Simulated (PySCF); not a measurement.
Nuclear quadrupole coupling in `C#CP(C(=C)C)N(C)CC`

Compound: C₈H₁₄NP.
Geometry (GFN2-xTB, Å), atoms numbered from 1 in this order:
```xyz
24
C8H14NP angstrom
C      2.152   -2.199   -1.727
C      1.499   -1.717   -0.839
P      0.603   -1.249    0.621
C      1.544    0.304    0.955
C      2.035    0.483    2.174
C      1.738    1.266   -0.171
N     -0.749   -0.509   -0.200
C     -1.513   -1.419   -1.035
C     -1.592    0.275    0.693
C     -2.342    1.370   -0.061
H      2.715   -2.560   -2.539
H      1.883   -0.243    2.956
H      2.611    1.357    2.438
H      0.811    1.378   -0.730
H      2.490    0.877   -0.858
H      2.065    2.237    0.196
H     -2.070   -0.845   -1.777
H     -2.225   -2.027   -0.463
H     -0.827   -2.082   -1.561
H     -2.318   -0.359    1.224
H     -0.941    0.743    1.439
H     -1.647    1.965   -0.648
H     -2.846    2.022    0.649
H     -3.089    0.949   -0.728
```

Field gradients from the PBE0/pcSseg-1 density (PySCF, non-relativistic), principal values in atomic units, ordered |Vxx| ≤ |Vyy| ≤ |Vzz|:

```
atom     Vxx     Vyy      Vzz
  N7  0.5651  0.6336  -1.1986
```

Question: Find the asymmetry η = (Vxx − Vyy)/Vzz and the couplings χ = eQV/h (234.96 MHz × Q in barn × V in au), with Q(14N) = 0.02044 b.

Answer: 
```tsv
atom	environment	nucleus	η	χzz (MHz)	χxx (MHz)	χyy (MHz)
N7	nitrogen bonded to 2 C and P	14N	0.06	-5.76	2.71	3.04
```

Question: What is Vzz at N7 in SI units (1 au = 9.71736 × 10²¹ V/m²)?

Answer: -1.1986 au = -11.647 × 10²¹ V/m².

Question: And the gradient at the other heavy atoms, for which no coupling is worked out here?

Answer: 
```
atom                      environment  Vzz (au)     η
  C1           terminal alkyne carbon    -0.325  0.39
  C2                    alkyne carbon    -0.305  0.11
  P3      three-coordinate phosphorus    -1.517  0.32
  C4  fully substituted alkene carbon     0.308  0.83
  C5             terminal =CH2 carbon     0.331  0.34
  C6                   allylic carbon     0.104  0.37
  C8                  N-methyl carbon     0.248  0.16
  C9     sp3 carbon bound to nitrogen     0.228  0.32
 C10                    methyl carbon     0.059  0.34
```

Were the hydrogens deuterons (Q(2H) = 0.00286 b), χzz would run from 191 kHz (H20) to 262 kHz (H11).

Geometry: GFN2-xTB, one conformer, isolated molecule. GFN2-xTB bond lengths can be off by several hundredths of an ångström, more for odd bonds, and the gradients follow them. These gradients aren't converged with respect to the basis.
